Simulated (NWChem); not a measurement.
System: H2S2 cation, doublet; SMILES of the neutral closed-shell parent SS

Output (shortened):

```
             Northwest Computational Chemistry Package (NWChem) 7.3.0
             --------------------------------------------------------

 C2H symmetry detected

                             Geometry "geometry" -> ""
                             -------------------------

 Output coordinates in angstroms (scale by  1.889725989 to convert to a.u.)

  No.       Tag          Charge          X              Y              Z
 ---- ---------------- ---------- -------------- -------------- --------------
    1 S                   16.0000     0.04775441    -1.00290336     0.00000000
    2 S                   16.0000    -0.04775441     1.00290336     0.00000000
    3 H                    1.0000    -1.30653815    -1.16288310     0.00000000
    4 H                    1.0000     1.30653815     1.16288310     0.00000000

 Effective nuclear repulsion energy (a.u.)      86.7906733194

      Symmetry information
      --------------------

 Group name             C2h
 Group number             21
 Group order               4
 No. of unique centers     2

                                 NWChem DFT Module
                                 -----------------

 Summary of "ao basis" -> "ao basis" (spherical)
 ------------------------------------------------------------------------------
       Tag                 Description            Shells   Functions and Types
 ---------------- ------------------------------  ------  ---------------------
 S                          def2-svp                 8       18   4s3p1d
 H                          def2-svp                 3        5   2s1p

      Symmetry analysis of basis
      --------------------------

        ag         17
        au          6
        bg          6
        bu         17

            General Information
            -------------------
          SCF calculation type: DFT
          Wavefunction type:  spin polarized.
          No. of atoms     :     4
          No. of electrons :    33
           Alpha electrons :    17
            Beta electrons :    16
          Charge           :     1
          Spin multiplicity:     2
          Use of symmetry is: on ; symmetry adaption is: on
          Maximum number of iterations: 150
          AO basis - number of functions:    46
                     number of shells:    22
          Convergence on energy requested:  1.00D-06
          Convergence on density requested:  1.00D-05
          Convergence on gradient requested:  5.00D-04

              XC Information
              --------------
                        M06-L Method XC Functional
                         M06-L Exchange Functional  1.000
                       M06-L Correlation Potential  1.000

             Grid Information
             ----------------
          Grid used for XC integration:  xcoarse
          Radial quadrature: Mura-Knowles
          Angular quadrature: Lebedev.
          Tag              B.-S. Rad. Rad. Pts. Rad. Cut. Ang. Pts.
          ---              ---------- --------- --------- ---------
          S                   1.00       42           7.0       194
          H                   0.35       21           9.0       194
          Grid pruning is: on
          Number of quadrature shells:    63
          Spatial weights used:  Erf1

      Superposition of Atomic Density Guess
      -------------------------------------

 Sum of atomic energies:        -795.69319491

 Renormalizing density from      34.00 to     33

      Non-variational initial energy
      ------------------------------

 Total energy =    -781.321479
 1-e energy   =   -1235.186655
 2-e energy   =     367.074503
 HOMO         =      -0.589287
 LUMO         =      -0.357987

   Symmetry analysis of molecular orbitals - initial alpha
   -------------------------------------------------------

  Numbering of irreducible representations:

     1 ag          2 au          3 bg          4 bu

  Orbital symmetries:

     1 bu          2 ag          3 ag          4 bu          5 ag
     6 bu          7 ag          8 bu          9 au         10 bg
    11 ag         12 bu         13 bu         14 ag         15 au
    16 ag         17 bg         18 bu         19 ag         20 bu
    21 bu         22 ag         23 ag         24 bu         25 au
    26 bu         27 ag

   Symmetry analysis of molecular orbitals - initial beta
   ------------------------------------------------------

  Numbering of irreducible representations:

     1 ag          2 au          3 bg          4 bu

  Orbital symmetries:

     1 bu          2 ag          3 ag          4 bu          5 ag
     6 bu          7 ag          8 bu          9 au         10 bg
    11 ag         12 bu         13 bu         14 ag         15 au
    16 ag         17 bg         18 bu         19 ag         20 bu
    21 bu         22 ag         23 ag         24 bu         25 au
    26 bu         27 ag

     ---------------------------------------------
      Total Density - Mulliken Population Analysis
     ---------------------------------------------

    Atom       Charge   Shell Charges
 -----------   ------   -------------------------------------------------------
    1 S   16    15.86   2.00  2.00  1.42  0.44  5.97  1.92  2.06  0.07
    2 S   16    15.86   2.00  2.00  1.42  0.44  5.97  1.92  2.06  0.07
    3 H    1     0.64   0.51  0.10  0.03
    4 H    1     0.64   0.51  0.10  0.03

     --------------------------------------------
      Spin Density - Mulliken Population Analysis
     --------------------------------------------

    Atom       Charge   Shell Charges
 -----------   ------   -------------------------------------------------------
    1 S   16     0.50   0.00  0.00  0.00  0.00  0.00  0.24  0.25  0.00
    2 S   16     0.50   0.00  0.00  0.00  0.00  0.00  0.24  0.25  0.00
    3 H    1     0.00   0.00  0.00  0.00
    4 H    1     0.00   0.00  0.00  0.00

   convergence    iter        energy       DeltaE   RMS-Dens  Diis-err
 ---------------- ----- ----------------- --------- --------- ---------
 d= 0,ls=0.0,diis     1   -796.9332634626 -8.84D+02  1.33D-02  2.21D-01
                                                     1.39D-02  2.39D-01
 d= 0,ls=0.0,diis     2   -796.9645551125 -3.13D-02  7.18D-03  6.28D-02
                                                     7.13D-03  5.85D-02
 d= 0,ls=0.0,diis     3   -796.9953592587 -3.08D-02  1.50D-03  6.06D-03
                                                     1.55D-03  5.90D-03
 d= 0,ls=0.0,diis     4   -796.9993820997 -4.02D-03  2.37D-04  1.51D-04
                                                     2.57D-04  1.60D-04
 d= 0,ls=0.0,diis     5   -796.9994828632 -1.01D-04  6.59D-05  3.00D-06
                                                     6.07D-05  2.66D-06
  Resetting Diis
 d= 0,ls=0.0,diis     6   -796.9994850747 -2.21D-06  9.99D-06  2.22D-07
                                                     1.08D-05  1.79D-07
 d= 0,ls=0.0,diis     7   -796.9994852334 -1.59D-07  3.01D-06  6.83D-09
                                                     3.90D-06  1.38D-08

         Total DFT energy =     -796.999485233438
      One electron energy =    -1263.377065058062
           Coulomb energy =      431.374606537647
    Exchange-Corr. energy =      -51.787700032419
 Nuclear repulsion energy =       86.790673319396

 Numeric. integr. density =       32.999934967296

                  Occupations of the irreducible representations
                  ----------------------------------------------

                     irrep           alpha         beta
                     --------     --------     --------
                     ag                7.0          7.0
                     au                2.0          2.0
                     bg                2.0          1.0
                     bu                6.0          6.0

                    DFT Final Alpha Molecular Orbital Analysis
                    ------------------------------------------

 Vector   15  Occ=1.000000D+00  E=-6.058679D-01  Symmetry=au
              MO Center=  3.7D-16,  6.7D-15,  2.8D-14, r^2= 2.1D+00
   Bfn.  Coefficient  Atom+Function         Bfn.  Coefficient  Atom+Function
  ----- ------------  ---------------      ----- ------------  ---------------
    13      0.392387  1 S  pz                31      0.392387  2 S  pz
    10      0.346595  1 S  pz                28      0.346595  2 S  pz
     7      0.189533  1 S  pz                25      0.189533  2 S  pz
    15      0.055803  1 S  d -1              33     -0.055803  2 S  d -1

 Vector   16  Occ=1.000000D+00  E=-5.939553D-01  Symmetry=ag
              MO Center= -6.1D-16, -2.3D-15, -2.9D-14, r^2= 2.9D+00
   Bfn.  Coefficient  Atom+Function         Bfn.  Coefficient  Atom+Function
  ----- ------------  ---------------      ----- ------------  ---------------
    11      0.245794  1 S  px                29     -0.245794  2 S  px
     8      0.241581  1 S  px                26     -0.241581  2 S  px
    12     -0.222045  1 S  py                30      0.222045  2 S  py
     9     -0.216835  1 S  py                27      0.216835  2 S  py
     3      0.213072  1 S  s                 21      0.213072  2 S  s

 Vector   17  Occ=1.000000D+00  E=-4.899767D-01  Symmetry=bg
              MO Center=  1.0D-15, -6.3D-15, -7.4D-17, r^2= 2.5D+00
   Bfn.  Coefficient  Atom+Function         Bfn.  Coefficient  Atom+Function
  ----- ------------  ---------------      ----- ------------  ---------------
    13      0.500472  1 S  pz                31     -0.500472  2 S  pz
    10      0.383715  1 S  pz                28     -0.383715  2 S  pz
     7      0.205386  1 S  pz                25     -0.205386  2 S  pz

 Vector   18  Occ=0.000000D+00  E=-3.287242D-01  Symmetry=bu
              MO Center=  1.6D-19, -8.0D-17, -1.3D-18, r^2= 2.8D+00
   Bfn.  Coefficient  Atom+Function         Bfn.  Coefficient  Atom+Function
  ----- ------------  ---------------      ----- ------------  ---------------
    12      0.785928  1 S  py                30      0.785928  2 S  py
     9      0.379245  1 S  py                27      0.379245  2 S  py
     4      0.354737  1 S  s                 22     -0.354737  2 S  s
     6      0.199962  1 S  py                24      0.199962  2 S  py
     3      0.190574  1 S  s                 21     -0.190574  2 S  s

 Vector   19  Occ=0.000000D+00  E=-2.538287D-01  Symmetry=ag
              MO Center=  8.5D-14,  1.2D-13, -1.0D-17, r^2= 4.0D+00
   Bfn.  Coefficient  Atom+Function         Bfn.  Coefficient  Atom+Function
  ----- ------------  ---------------      ----- ------------  ---------------
    38      0.694702  3 H  s                 43      0.694702  4 H  s
    11      0.599673  1 S  px                29     -0.599673  2 S  px
     4     -0.340480  1 S  s                 22     -0.340480  2 S  s
    37      0.302926  3 H  s                 42      0.302926  4 H  s
     3     -0.222742  1 S  s                 21     -0.222742  2 S  s

 Vector   20  Occ=0.000000D+00  E=-2.283506D-01  Symmetry=bu
              MO Center= -1.1D-13, -1.2D-13, -1.4D-17, r^2= 4.1D+00
   Bfn.  Coefficient  Atom+Function         Bfn.  Coefficient  Atom+Function
  ----- ------------  ---------------      ----- ------------  ---------------
    38      0.738886  3 H  s                 43     -0.738886  4 H  s
    11      0.540619  1 S  px                29      0.540619  2 S  px
     4     -0.508182  1 S  s                 22      0.508182  2 S  s
    37      0.397056  3 H  s                 42     -0.397056  4 H  s
     3     -0.232156  1 S  s                 21      0.232156  2 S  s

                     DFT Final Beta Molecular Orbital Analysis
                     -----------------------------------------

 Vector   14  Occ=1.000000D+00  E=-6.784578D-01  Symmetry=ag
              MO Center= -2.1D-14, -3.6D-14, -7.6D-16, r^2= 2.5D+00
   Bfn.  Coefficient  Atom+Function         Bfn.  Coefficient  Atom+Function
  ----- ------------  ---------------      ----- ------------  ---------------
     9      0.275509  1 S  py                27     -0.275509  2 S  py
    37     -0.258605  3 H  s                 42     -0.258605  4 H  s
    12      0.240620  1 S  py                30     -0.240620  2 S  py
     8      0.162924  1 S  px                26     -0.162924  2 S  px
     6      0.151123  1 S  py                24     -0.151123  2 S  py

 Vector   15  Occ=1.000000D+00  E=-5.803001D-01  Symmetry=ag
              MO Center=  1.2D-15,  1.8D-16, -1.4D-14, r^2= 2.9D+00
   Bfn.  Coefficient  Atom+Function         Bfn.  Coefficient  Atom+Function
  ----- ------------  ---------------      ----- ------------  ---------------
    11      0.237415  1 S  px                29     -0.237415  2 S  px
    12     -0.235254  1 S  py                30      0.235254  2 S  py
     8      0.228313  1 S  px                26     -0.228313  2 S  px
     9     -0.222866  1 S  py                27      0.222866  2 S  py
     3      0.217644  1 S  s                 21      0.217644  2 S  s

 Vector   16  Occ=1.000000D+00  E=-5.720310D-01  Symmetry=au
              MO Center=  7.6D-16,  6.1D-15,  1.4D-14, r^2= 2.1D+00
   Bfn.  Coefficient  Atom+Function         Bfn.  Coefficient  Atom+Function
  ----- ------------  ---------------      ----- ------------  ---------------
    13      0.403425  1 S  pz                31      0.403425  2 S  pz
    10      0.330145  1 S  pz                28      0.330145  2 S  pz
     7      0.184224  1 S  pz                25      0.184224  2 S  pz
    15      0.062518  1 S  d -1              33     -0.062518  2 S  d -1

 Vector   17  Occ=0.000000D+00  E=-4.471572D-01  Symmetry=bg
              MO Center=  6.2D-16, -5.4D-15, -6.0D-16, r^2= 2.5D+00
   Bfn.  Coefficient  Atom+Function         Bfn.  Coefficient  Atom+Function
  ----- ------------  ---------------      ----- ------------  ---------------
    13      0.513176  1 S  pz                31     -0.513176  2 S  pz
    10      0.371495  1 S  pz                28     -0.371495  2 S  pz
     7      0.201642  1 S  pz                25     -0.201642  2 S  pz

 Vector   18  Occ=0.000000D+00  E=-3.160424D-01  Symmetry=bu
              MO Center= -1.1D-15,  1.8D-14, -1.3D-16, r^2= 2.9D+00
   Bfn.  Coefficient  Atom+Function         Bfn.  Coefficient  Atom+Function
  ----- ------------  ---------------      ----- ------------  ---------------
    12      0.790418  1 S  py                30      0.790418  2 S  py
     9      0.370898  1 S  py                27      0.370898  2 S  py
     4      0.339519  1 S  s                 22     -0.339519  2 S  s
     6      0.196979  1 S  py                24      0.196979  2 S  py
     3      0.184214  1 S  s                 21     -0.184214  2 S  s

 Vector   19  Occ=0.000000D+00  E=-2.503232D-01  Symmetry=ag
              MO Center=  3.5D-14,  4.6D-14,  6.7D-17, r^2= 4.0D+00
   Bfn.  Coefficient  Atom+Function         Bfn.  Coefficient  Atom+Function
  ----- ------------  ---------------      ----- ------------  ---------------
    38      0.692353  3 H  s                 43      0.692353  4 H  s
    11      0.607789  1 S  px                29     -0.607789  2 S  px
     4     -0.338850  1 S  s                 22     -0.338850  2 S  s
    37      0.303751  3 H  s                 42      0.303751  4 H  s
     3     -0.229806  1 S  s                 21     -0.229806  2 S  s

     ---------------------------------------------
      Total Density - Mulliken Population Analysis
     ---------------------------------------------

[...]

                         DFT ENERGY GRADIENTS

    atom               coordinates                        gradient
                 x          y          z           x          y          z
   1 S       0.090243  -1.895213   0.000000   -0.001989   0.004710   0.000000
   2 S      -0.090243   1.895213   0.000000    0.001989  -0.004710   0.000000
   3 H      -2.468999  -2.197530   0.000000    0.001999   0.000286   0.000000
   4 H       2.468999   2.197530   0.000000   -0.001999  -0.000286   0.000000
```

Level: M06-L/def2-SVP, spin-unrestricted. In the optimisation the excess spin sits in bg (C2h, its own frame). Geometry: optimised at PBE0/def2-SVP, spin-unrestricted. This spin state was assumed; another may lie lower. No stability test was run on the SCF state.

Reconstruct the input file.

One answer among several that fit: the input that was run:
```
start job
memory heap 200 mb stack 900 mb global 1100 mb
charge 1
geometry units angstroms noautoz
  S      0.069173    -1.001654     0.000000
  S     -0.069173     1.001654     0.000000
  H     -1.281392    -1.190535     0.000000
  H      1.281392     1.190535     0.000000
end
basis spherical
  * library def2-svp
end
dft
  odft
  mult 2
  xc m06-l
  grid xcoarse
  iterations 150
  mulliken
end
task dft gradient
```
